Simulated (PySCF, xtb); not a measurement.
Si(CCH)(H)3 (C₂H₄Si), SMILES C#C[SiH3].

Geometry: TPSSh-D3(BJ)/def2-TZVP.

Computed with PySCF with IEF-PCM-ωB97X/def2-SVP.

The values are the electrostatic part of the solvation free energy, E(continuum) − E(gas) at the gas-phase geometry, in a cavity of scaled van der Waals radii (PySCF's table); cavitation and dispersion terms are not included. In vacuum the orbital gap is 12.97 eV. The dipole moment in vacuum is 0.42 D.

```csv
solvent,ε,ΔG(elec) (kcal/mol),dipole (D),gap (eV)
water,78.36,-2.1,0.52,13.03
chloroform,4.71,(withheld),(withheld),(withheld)
n-hexane,1.88,-0.7,0.46,13.00
```

### Question
What belongs in the gaps? (An estimate is asked for; the answer gives what the named calculation found.)

### Answer

- chloroform, ΔG(elec) (kcal/mol): -1.5
- chloroform, dipole (D): 0.49
- chloroform, gap (eV): 13.02

For comparison, GFN2-xTB/ALPB(water) (xtb, at the GFN2-xTB geometry, all terms of that model) gives 0.2 kcal/mol.
